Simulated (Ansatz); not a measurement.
Species: MoCl2, net charge 0, quintet state. The spin state was set by rule; other spins were not relaxed. SMILES: [Cl][Mo][Cl]
Coordinates optimised at B3LYP-D3(BJ)/def2-TZVP (Ansatz, a first-principles code):
```xyz
3

Mo    -0.0052    -0.0677     0.4134
Cl     2.0820     0.0580    -0.4887
Cl    -2.0691     0.1093    -0.5326
```
Charge 0, spin multiplicity 5.

**Question.** Give the harmonic wavenumbers at B3LYP-D3(BJ)/def2-TZVP (Ansatz, finite differences of forces, unscaled).

**Answer.** 72, 369, 413 cm⁻¹. Zero-point energy 1.2 kcal/mol.

**Question.** From these and the geometry, give the ideal-gas thermochemistry at 298.15 K and 1 atm (rigid rotor, harmonic oscillator).

**Answer.** Point group C2v, rotational symmetry number 2. Rotational constants 14.13, 1.654, 1.481 GHz. S(trans) 41.24, S(rot) 25.25, S(vib) 6.09, S(elec, spin only) 3.20, S 75.8 cal/(mol K). H(298) - H(0) 3.27 kcal/mol; G - E(el) -18.1 kcal/mol.
